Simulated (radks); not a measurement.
Values are calculated unless marked as measured or tabulated.
Ionisation of the ruthenium ion Ru3+, [Kr] 4d5, to Ru4+, [Kr] 4d4, under several functionals. Dirac Kohn-Sham, spin-unpolarised, spherical densities, finite nucleus; open shells are shared between the two j in proportion to 2j + 1; a radial shooting solver on a logarithmic mesh with Libxc functionals.

| functional | E(Ru3+) (hartree) | Exc (hartree) | IE (eV) | -e(HOMO) (eV) | <r> HOMO (bohr) | IE error (eV) |
|---|---|---|---|---|---|---|
| BP86 | -4530.32725 | -133.52456 | 44.578 | 37.258 | 1.442 | -0.422 |
| BLYP | -4529.96155 | -133.14005 | 44.378 | 37.062 | 1.450 | -0.622 |
| PBE | -4529.40320 | -132.58770 | 44.507 | 37.179 | 1.444 | -0.493 |
| B86b exchange with PBE correlation | -4529.99871 | -133.19177 | 44.531 | 37.203 | 1.444 | -0.469 |

NIST Atomic Spectra Database: 45 eV (theoretical). Closest: BP86. The Delta-SCF values span 0.20 eV, the total energies 0.92 hartree. The highest occupied level is 4d5/2. Spin polarisation and multiplet splitting are left out, so open shells lie too high by an amount that depends on their filling. Sharing an open shell by 2j + 1 raises it above the true ground level by a part of the spin-orbit splitting, which enters the differences from NIST.

Beside tabulated values, note that spin-unpolarised runs miss the spin-polarisation part of the exchange energy of open shells.
